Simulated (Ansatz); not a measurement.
Stretching the N4–H5 bond in AlH4N (SMILES [NH2][AlH2]) (multiplicity 1 held, fragments rigid). Energies count from the point at 1.008 Å.
Geometry at that point (charge 0, multiplicity 1):
```tsv
atom	x (Å)	y (Å)	z (Å)
Al	0.0120	-0.2825	-0.5859
H	-1.2529	-0.1126	-1.5124
H	1.3042	-1.0927	-0.9873
N	-0.0207	0.4863	1.0085
H	-0.7895	1.0276	1.3727
H	0.7268	0.4464	1.6841
```

R- and RO- levels are restricted; in cc, def2 and unpolarised 6-31G sets they are followed outwards from rest. Unrestricted levels (U-) break spin symmetry where that is lower. Levels need not reach the same state.

Correlated levels freeze the cores.

Run with Ansatz (an electronic-structure program) with Gaussian orbitals. Each number belongs to the level named beside it.

Energies in kcal/mol.

```json
[
 {"R (Å)": "0.807", "R-HF/cc-pV(T+d)Z": "31.4", "R-r2SCAN/cc-pV(T+d)Z": "33.7", "R-MP2/cc-pV(T+d)Z": "33.8", "U-SCS-MP2/cc-pV(T+d)Z": "33.9"},
 {"R (Å)": "0.907", "R-HF/cc-pV(T+d)Z": "5.2", "R-r2SCAN/cc-pV(T+d)Z": "6.6", "R-MP2/cc-pV(T+d)Z": "6.5", "U-SCS-MP2/cc-pV(T+d)Z": "6.6"},
 {"R (Å)": "1.008", "R-HF/cc-pV(T+d)Z": "0.0", "R-r2SCAN/cc-pV(T+d)Z": "0.0", "R-MP2/cc-pV(T+d)Z": "0.0", "U-SCS-MP2/cc-pV(T+d)Z": "0.0"},
 {"R (Å)": "1.109", "R-HF/cc-pV(T+d)Z": "6.0", "R-r2SCAN/cc-pV(T+d)Z": "4.4", "R-MP2/cc-pV(T+d)Z": "4.6", "U-SCS-MP2/cc-pV(T+d)Z": "4.6"},
 {"R (Å)": "1.210", "R-HF/cc-pV(T+d)Z": "17.9", "R-r2SCAN/cc-pV(T+d)Z": "14.4", "R-MP2/cc-pV(T+d)Z": "15.0", "U-SCS-MP2/cc-pV(T+d)Z": "14.8"},
 {"R (Å)": "1.361", "R-HF/cc-pV(T+d)Z": "40.4", "R-r2SCAN/cc-pV(T+d)Z": "33.8", "R-MP2/cc-pV(T+d)Z": "35.1", "U-SCS-MP2/cc-pV(T+d)Z": "34.7"},
 {"R (Å)": "1.512", "R-HF/cc-pV(T+d)Z": "64.0", "R-r2SCAN/cc-pV(T+d)Z": "54.1", "R-MP2/cc-pV(T+d)Z": "56.2", "U-SCS-MP2/cc-pV(T+d)Z": "59.0"},
 {"R (Å)": "1.765", "R-HF/cc-pV(T+d)Z": "100.4", "R-r2SCAN/cc-pV(T+d)Z": "84.8", "R-MP2/cc-pV(T+d)Z": "88.2", "U-SCS-MP2/cc-pV(T+d)Z": "104.6"},
 {"R (Å)": "2.017", "R-HF/cc-pV(T+d)Z": "131.0", "R-r2SCAN/cc-pV(T+d)Z": "109.3", "R-MP2/cc-pV(T+d)Z": "113.8", "U-SCS-MP2/cc-pV(T+d)Z": "120.8"},
 {"R (Å)": "2.319", "R-HF/cc-pV(T+d)Z": "160.1", "R-r2SCAN/cc-pV(T+d)Z": "131.2", "R-MP2/cc-pV(T+d)Z": "135.9", "U-SCS-MP2/cc-pV(T+d)Z": "127.7"},
 {"R (Å)": "2.722", "R-HF/cc-pV(T+d)Z": "188.8", "R-r2SCAN/cc-pV(T+d)Z": "150.3", "R-MP2/cc-pV(T+d)Z": "152.8", "U-SCS-MP2/cc-pV(T+d)Z": "130.3"},
 {"R (Å)": "3.227", "R-HF/cc-pV(T+d)Z": "213.2", "R-r2SCAN/cc-pV(T+d)Z": "163.8", "R-MP2/cc-pV(T+d)Z": "158.6", "U-SCS-MP2/cc-pV(T+d)Z": "129.6"}
]
```

Doubts at one or more of the structures used: a restricted determinant that unrestricted orbitals would lower (R-HF/cc-pV(T+d)Z, R-r2SCAN/cc-pV(T+d)Z, R-MP2/cc-pV(T+d)Z); a spin-contaminated determinant (U-SCS-MP2/cc-pV(T+d)Z).
